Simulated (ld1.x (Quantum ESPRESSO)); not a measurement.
## Reading a pseudo-wave (Sn)

Columns: radius, all-electron u(r) and pseudo u(r) of the 5s shell (level -10.55 eV) of tin in the configuration [Kr] 4d10 5s2 5p2; PBE, scalar-relativistic, TM scheme, ld1.x (Quantum ESPRESSO) 7.5.

```csv
r (bohr),all-electron,pseudo
0.138,-0.0226,0.0313
0.275,0.2188,0.0628
0.413,-0.0570,0.0954
0.550,-0.3043,0.1295
0.688,-0.3429,0.1671
0.825,-0.2231,0.2103
0.963,-0.0313,0.2636
1.100,0.1682,0.3303
1.238,0.3463,0.4129
1.375,0.4881,0.5055
1.513,0.5939,0.5957
1.650,0.6655,0.6656
1.788,0.7091,0.7091
1.925,0.7294,0.7294
2.062,0.7319,0.7319
2.200,0.7205,0.7205
2.338,0.6989,0.6989
2.475,0.6701,0.6701
2.613,0.6362,0.6362
2.750,0.5995,0.5995
2.888,0.5608,0.5608
3.025,0.5220,0.5220
3.162,0.4835,0.4835
3.300,0.4457,0.4457
3.438,0.4093,0.4093
3.575,0.3750,0.3750
```

Question: How many radial nodes do the two functions have?

Answer: The all-electron 5s function has n − l − 1 = 4 (the table is too coarse to show those close to the nucleus); the pseudo-wave has 0, since the states of the same l below it are removed with the core.

Question: At about which radius was the pseudo-wave matched?

Answer: 1.70 bohr, where the columns begin to agree (steps of 0.14 bohr).

Question: Is the pseudo-wave norm-conserving?

Answer: Yes: the TM scheme keeps the norm inside the radius equal to the all-electron one, which fixes the energy derivative of the logarithmic derivative at the level.
